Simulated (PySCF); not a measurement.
A structure optimised at PBE-D3(BJ)/def2-TZVPD, used in a PySCF frequency run:

```
P
H 1 1.4403
```
Charge 0, spin multiplicity 3.

Question: Write its SMILES, formula and point group.

Answer: [PH], HP, C∞v

Question: What are its rotational constants (standard atomic weights)?

Answer: 249.55 GHz (linear rotor, B only)
